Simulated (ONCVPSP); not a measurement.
# Cutoff test, bromine (Br), ONCV

ONCVPSP 4.0.1 input, shortened (lines: element, Z, core and valence counts, functional; n l f; lmax; l rc ep ncon nbas qcut; lloc lpopt rc5 dvloc0; l nproj debl; icmod fcfact rcfact), PBE, scalar-relativistic:

```
  Br 35.00    6    2        4      upf
    1    0    2.00
    2    0    2.00
    2    1    6.00
    3    0    2.00
    3    1    6.00
    3    2   10.00
    4    0    2.00
    4    1    4.50
    1
    0    1.25    0.00    4    7    6.20
    1    1.25    0.00    4    8    5.80
    4    5    0.95    0.00
    0    3    2.90
    1    2    2.00
    3    5.25    1.65
```

Q: For each optimised wave give the share of its norm inside rc, the residual kinetic energy above qcut (Ha) and the cutoffs (Ha) for errors of 10, 1, 0.1 and 0.01 mHa per electron.

A:

| wave | norm inside rc | residual KE | 10 mHa | 1 mHa | 0.1 mHa | 0.01 mHa |
| --- | --- | --- | --- | --- | --- | --- |
| 4s | 0.252 | 1.0e-03 | 9.1 | 19.1 | 74.1 | 106.7 |
| s projector 2 | 0.066 | 5.6e-04 | 12.8 | 18.0 | 24.4 | 105.7 |
| s projector 3 | 0.049 | 3.3e-03 | 16.6 | 22.3 | 48.8 | 141.6 |
| 4p | 0.139 | 2.2e-03 | 4.1 | 66.7 | 128.2 | 173.3 |
| p projector 2 | 0.116 | 2.7e-02 | 24.6 | 111.1 | 173.1 | 225.7 |

The occupied waves need 67 Ha and 128 Ha for 1 and 0.1 mHa. Note: ghosts flagged at negative energy: s at -247.8 eV, p at -135.8 eV; no localised positive-energy state flagged. A true bound ghost makes a file unfit for plane-wave use.
